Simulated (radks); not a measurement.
The gold ion Au2+ inside a hard spherical wall (all orbitals vanish at R), configuration held at [Xe] 4f14 5d9 and not refilled when levels cross. Calculated with a radial shooting solver on a logarithmic mesh with Libxc functionals: scalar-relativistic Kohn-Sham, LDA (Slater exchange, VWN5 correlation), spin-polarised, spherical densities, finite nucleus; open shells are filled with parallel spins first (spin-orbit coupling, left out, can overturn this in heavy ions); Fermi nuclear charge, rms radius 5.4371 fm. Eigenvalues in eV for spin up, with the zero of energy where the potential of the charges vanishes at infinity; a dash marks a level that is unbound or too diffuse for the functional's potential to be trusted. A positive occupied level is held by the wall or, in an anion where self-interaction has pushed it up, behind a barrier. The pressure on the wall is -dE/dV.

R (bohr)  E (hartree)  kinetic (hartree)    e(5s)    e(4f)    e(5p)    e(5d)  e(6s, empty)  e(6p, empty)  pressure (GPa)
free      -18996.0193          21236.318  -130.61  -103.43  -81.894  -27.919       -23.329       -14.918               0
20        -18996.0193          21236.318  -130.61  -103.43  -81.894  -27.919       -23.329       -14.918        < 0.0001
15        -18996.0193          21236.318  -130.61  -103.43  -81.894  -27.919       -23.329       -14.918        < 0.0001
12        -18996.0193          21236.318  -130.61  -103.43  -81.894  -27.919       -23.329       -14.918        < 0.0001
8         -18996.0193          21236.318  -130.61  -103.43  -81.893  -27.919       -23.328       -14.902        0.000320
7         -18996.0193          21236.319  -130.61  -103.43  -81.891  -27.917       -23.322       -14.843         0.00512
6         -18996.0188          21236.325  -130.59  -103.40  -81.869  -27.897       -23.272       -14.589          0.0809
5         -18996.0136          21236.378  -130.41  -103.22  -81.700  -27.741       -22.924       -13.557            1.26
2         -18988.3611          21272.186  -95.762  -62.040  -46.992   15.100        75.908        115.62           12700
1.5       -18960.2246          21382.715  -35.690    2.170   22.548   103.86        285.22        351.57          125000
